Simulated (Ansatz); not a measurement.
The cluster SnAu₂. The state is a singlet with charge 0. Geometry relaxed at B3LYP-D4/def2-TZVP.

Cartesian coordinates in Å:
```
Au 0.934 -0.404 1.671
Au -0.752 1.434 -1.098
Sn -0.182 -1.029 -0.572
```

In the def2 sets Au, Sn take a core potential; there is no spin–orbit coupling. The relaxation made no stability test and no search for a lower SCF solution. The structure comes from a short search, and lower isomers may exist.

(1) Estimate the harmonic wavenumbers at RKS B3LYP-D4/def2-TZVP (Ansatz, unscaled). Is this a minimum?

## Answers

(1) 33, 174, 180 cm⁻¹. Yes, no mode is imaginary beyond noise. Zero-point energy 2.3 kJ/mol. Run time 23 s (4 threads of Arm Neoverse V2 on a shared host).
